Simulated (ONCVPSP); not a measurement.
# Cr ONCV: all-electron and pseudo phase curves

- Element: Cr (Z = 24)
- Generator: ONCVPSP 4.0.1
- Type: optimised norm-conserving Vanderbilt (ONCV)
- Functional: PBEsol
- Relativity: fully relativistic
- Frozen core: [Ne]
- Valence charge: 14
- Reference configuration: 3s2 3p6 3d5 4s0.5 4p0.5
- Partial waves: 3s+4s: rc 1.30 bohr, ncon 4, nbas 8, qcut 7.4 1/bohr, 2 projectors; 3p+4p: rc 1.80 bohr, ncon 5, nbas 9, qcut 6.6 1/bohr, 2 projectors; 3d: rc 1.20 bohr, ncon 4, nbas 8, qcut 11.3 1/bohr, 2 projectors, debl 1.1 Ha
- Local potential: polynomial inside 0.90 bohr (lpopt 5, dvloc0 0 Ha)
- Core correction: Teter function, fcfact 1.5, rcfact 1.45

Open shells are filled in proportion to 2j + 1.

The phase is arctan(r·R′/R) of the radial function R(r), unwrapped; energies in Ha, scanned from -4 to 5 Ha. A pole is an energy at which the radial function vanishes at the test radius. The pseudo phase is shifted by a multiple of π to meet the all-electron one at the reference energy, and phase errors are pseudo minus all-electron; the curves can meet again beyond the range given. Levels narrower than the energy grid can be missing from the lists of poles.

```csv
channel,radius (bohr),reference energy (Ha),"poles, all-electron","poles, pseudo",unbroken range about the reference energy with phases within 0.05 rad,phase error 1 Ha above the reference energy (rad)
s,1.32,-0.17,-1.64,-1.64,the whole range,-0.000
p3/2,1.83,-0.05,"-1.47, 4.58","-1.47, 4.62",the whole range,+0.001
p1/2,1.83,-0.05,"-1.52, 4.52","-1.52, 4.58",the whole range,+0.001
d5/2,1.22,-0.13,1.68,1.68,the whole range,-0.000
d3/2,1.22,-0.14,1.67,1.67,the whole range,-0.000
```

Phases in the p3/2 channel:

```csv
E (Ha),all-electron,pseudo
-3.98,1.294,1.294
-3.50,1.257,1.258
-3.02,1.198,1.198
-2.54,1.072,1.072
-2.06,0.438,0.438
-1.58,-1.469,-1.469
-1.10,-1.756,-1.756
-0.62,-1.904,-1.904
-0.14,-2.075,-2.075
0.34,-2.383,-2.383
0.82,-3.045,-3.044
1.30,-3.838,-3.836
1.78,-4.237,-4.235
2.26,-4.422,-4.421
2.74,-4.526,-4.524
3.22,-4.594,-4.592
3.70,-4.644,-4.641
4.18,-4.683,-4.681
4.66,-4.718,-4.715
```
